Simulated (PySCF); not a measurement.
# `InChI=1S/C6H10NP/c1-8(2)7-5-3-4-6-7/h3-6H,1-2H3`

Cartesian coordinates in Å; atom numbers follow the order of the lines, from 1:
```xyz
18

C    -1.6739    1.3619   -0.8084
P    -1.0983    0.6232    0.7920
C    -1.9408   -1.0206    0.6298
N     0.5012    0.1616    0.3251
C     1.5997    0.4894    1.0765
C     2.7173   -0.0013    0.4726
C     2.2923   -0.6609   -0.7028
C     0.9362   -0.5443   -0.7650
H    -2.7290    1.6113   -0.7143
H    -1.5384    0.6760   -1.6427
H    -1.1168    2.2775   -0.9980
H    -3.0079   -0.8791    0.7902
H    -1.7788   -1.4634   -0.3514
H    -1.5604   -1.6919    1.3975
H     1.4842    1.0501    1.9842
H     3.7281    0.0928    0.8187
H     2.9202   -1.1606   -1.4150
H     0.2564   -0.9153   -1.5072
```

Computed with GIAO KT3/pcSseg-1 magnetisability, rotational g tensor and spin-rotation constants, non-relativistic, gas phase (PySCF). Geometry: GFN2-xTB.

**Question.** Give the nuclear spin-rotation constants along the inertial axes (H = +C I·J) beside the isotropic shieldings.

**Answer.** Rotational constants 3.5959, 1.1657, 1.1396 GHz. A star marks the isotopologue with that one atom substituted, in its own axes.
```csv
atom,isotope,Caa (kHz),Cbb (kHz),Ccc (kHz),mean (kHz),σ (ppm)
P2,31P,4.797,1.824,2.105,2.909,321.6
N4,14N,0.514,0.136,0.060,0.236,89.7
H9,1H,0.089,-0.141,-0.123,-0.058,30.7
H10,1H,-0.385,0.024,-0.119,-0.160,30.0
H11,1H,-0.325,-0.123,0.001,-0.149,30.2
H12,1H,0.089,-0.141,-0.123,-0.059,30.7
H13,1H,-0.385,0.024,-0.119,-0.160,30.0
H14,1H,-0.324,-0.122,0.000,-0.149,30.2
H15,1H,-0.315,0.113,-0.125,-0.109,25.1
H16,1H,0.235,-0.073,-0.123,0.013,25.6
H17,1H,-0.009,0.011,-0.122,-0.040,25.3
H18,1H,-0.172,0.061,-0.119,-0.077,25.0
C1,13C*,0.556,0.175,0.169,0.300,162.7
C5,13C*,1.082,0.481,0.211,0.592,65.5
C6,13C*,1.328,0.383,0.149,0.620,81.0
```
For the geometry as given, no vibrational averaging.

**Question.** How do the rotational constants and the g tensor change when H9, H10, H11, H12, H13, H14, H15, H16, H17, H18 are replaced by deuterium?

**Answer.** Constants 2.8732, 1.0052, 0.9885 GHz; g -0.0326, -0.0124, 0.0086, against -0.0406, -0.0144, 0.0100 before.
